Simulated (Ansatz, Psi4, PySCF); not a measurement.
ketene (C2H2O), singlet, geometry from GFN2-xTB. Base run: CCSD(T)/6-31G** in PySCF.

Input for PySCF:
```python
from pyscf import gto, scf, cc

mol = gto.M(
    atom='''
C    -0.01148162    0.02136311   -1.19190098
C     0.00092956   -0.00172957    0.09649676
H     0.00249612    0.94826436   -1.73006124
H    -0.03614064   -0.88566416   -1.76255958
O     0.01211961   -0.02255018    1.25813077
''',
    basis='6-31g**',
    verbose=4,
)

mf = scf.RHF(mol)
mf.kernel()

mycc = cc.CCSD(mf)
mycc.kernel()
et = mycc.ccsd_t()
print('E(CCSD(T)) = %.10f' % (mycc.e_tot + et))
```

The same geometry, method and basis name were run in Ansatz (an electronic-structure program) and Psi4 and PySCF, at each program's defaults and at the settings that a row names. The base is PySCF at its defaults. Differences at the defaults can come from grids, fitting, cores and function types together.

```tsv
code and settings	ΔE vs base (mEh)	basis functions	E (Eh)	SCF cycles
PySCF, defaults (exact integrals, spherical functions, all electrons correlated)	0.000	52	-152.19349	11
Psi4, defaults (exact integrals, Cartesian functions, all electrons correlated)	___	55	___	12
Ansatz, defaults (factorised integrals, Cartesian functions, frozen core)	1.461	55	-152.19203	-
PySCF, frozen core	6.950	52	-152.18654	11
Psi4, exact integrals, spherical functions, frozen core	6.950	52	-152.18654	12
Ansatz, high accuracy, frozen core, Cartesian functions as the basis file defines them	1.459	55	-152.19203	-
```

### Question
Complete the blanks.

### Answer

- Psi4, defaults (exact integrals, Cartesian functions, all electrons correlated), ΔE vs base (mEh): -11.457
- Psi4, defaults (exact integrals, Cartesian functions, all electrons correlated), E (Eh): -152.20495
